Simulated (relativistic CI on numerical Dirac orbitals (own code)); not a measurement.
**Slater and spin-orbit integrals, Cd²⁹⁺**

These numbers are calculated, not measured: Dirac-Coulomb-Breit CI, orbitals from a KLI potential per configuration, model QED, unscaled Slater integrals (own radial code, finite nucleus).

Slater integrals F^k, G^k are unscaled and averaged over j, outside the closed core [Ne]; ζ comes from projecting the Hamiltonian with its Breit term on Σ l·s of the shell.

- 3s²3p⁶3d: ζ(3d) = 29841 cm⁻¹; <r>(3d) = 0.286, <r^2>(3d) = 0.09491 (bohr units).
- 3s²3p⁵3d²: ζ(3p) = 229440, F^2(3d,3d) = 356020, F^4(3d,3d) = 229820, F^2(3p,3d) = 310500, G^1(3p,3d) = 334020, G^3(3p,3d) = 222420, ζ(3d) = 29418 cm⁻¹; <r>(3p) = 0.3206, <r^2>(3p) = 0.1186, <r>(3d) = 0.2867, <r^2>(3d) = 0.09532 (bohr units).
- 3s3p⁶3d²: F^2(3d,3d) = 355630, F^4(3d,3d) = 229560, G^2(3s,3d) = 250930, ζ(3d) = 29639 cm⁻¹; <r>(3s) = 0.3287, <r^2>(3s) = 0.123, <r>(3d) = 0.2869, <r^2>(3d) = 0.09552 (bohr units).

(1) Give the Racah parameters of the d shell in 3s²3p⁵3d².

Averages of the first 10 configurations, taken without configuration mixing, which lowers the lowest level and can move excited configurations by several eV; other configurations of the list can lie among them:

```
Configuration  Parity  States  Average energy above the lowest level (eV)
     3s²3p⁶3d    even      10                                         6.1
    3s²3p⁵3d²     odd     270                                       178.4
     3s3p⁶3d²    even      90                                       321.9
     3s²3p⁶4s    even       2                                       663.8
     3s²3p⁶4p     odd       6                                       715.5
     3s²3p⁶4d    even      10                                       784.5
   3s²3p⁵3d4s     odd     120                                       830.0
     3s²3p⁶4f     odd      14                                       841.9
   3s²3p⁵3d4p    even     360                                       881.9
       3p⁶3d³    even     120                                       644.5
```

Results:

(1) B = F²/49 − 5F⁴/441 = 4660 cm⁻¹ and C = 35F⁴/441 = 18240 cm⁻¹.
